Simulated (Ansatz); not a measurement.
Abridged output of a molecular run in Ansatz:

```
Functional definition: HF
1017 factors; integrals over basis functions are off by at most 1.2e-3 eV
mean field evaluation 1: about -115044.2550 eV, gradient 2.4e1 eV
mean field evaluation 2: about -115044.2718 eV, gradient 2.4e1 eV
mean field evaluation 4: about -115047.1224 eV, gradient 2.3e0 eV
mean field evaluation 8: about -115047.1995 eV, gradient 1.6e-1 eV
mean field -115047.20028327 eV, -4227.9066286171 hartree, gradient 3.8e-6 eV, S^2 0.756822; 0 other end points of the search recorded, 0 dependent functions left out
19 core orbitals not correlated: weight in the atoms' cores, before any rotation towards them, 1.000 or more for the frozen orbitals, at most 0.000 for the correlated occupied ones
reference -115047.20028327 eV, -4227.9066286171 hartree; 20, 19 occupied and 64, 65 virtual orbitals, 1017 factors
second order -17.39898665 eV of doubles, -0.00000000 eV of singles
cycle   1  -17.20166130 eV  change    2.0e-1 eV  update   1.1e-1
cycle   2  -17.80032760 eV  change   -6.0e-1 eV  update   3.4e-2
cycle   3  -17.91255471 eV  change   -1.1e-1 eV  update   1.9e-2
cycle   4  -17.89983937 eV  change    1.3e-2 eV  update   6.2e-3
cycle   5  -17.90127550 eV  change   -1.4e-3 eV  update   3.9e-3
cycle   6  -17.90152481 eV  change   -2.5e-4 eV  update   1.5e-3
cycle   7  -17.90124441 eV  change    2.8e-4 eV  update   6.1e-4
cycle   8  -17.90159650 eV  change   -3.5e-4 eV  update   2.0e-4
cycle   9  -17.90166556 eV  change   -6.9e-5 eV  update   8.1e-5
cycle  10  -17.90162801 eV  change    3.8e-5 eV  update   3.2e-5
perturbative correction -0.48307666 eV, -0.0177527399 hartree
Total energy: -115065.58498795 eV, -4228.5822540523 hartree
Checks for a lower state left out: cluster_reference
```

Its atoms:

Z-matrix (Å, degrees):
```
Ge
Ge 1 2.440
H 1 1.539 2 111.8
H 1 1.535 2 108.9 3 -120.9
H 1 1.537 2 108.4 3 120.5
O 2 1.793 1 105.0 3 59.4
H 2 1.562 1 113.9 3 -57.1
H 6 0.960 2 112.5 1 -154.4
```

(1) Which basis set was used?
A. def2-QZVPP
B. def2-SVP
C. cc-pV(T+d)Z
D. def2-TZVPP

(2) Write the keys of the input that set method, charge and spin (a neutral closed shell needs none for the last two).

Answers

(1) B. It gives 103 functions.

(2) 
```yaml
magnetization: {spin_polarized: true, initial_magnetization: 1}
correlation: {method: ccsd_t}
scf: {omitted_lower_state_checks: [cluster_reference]}
```
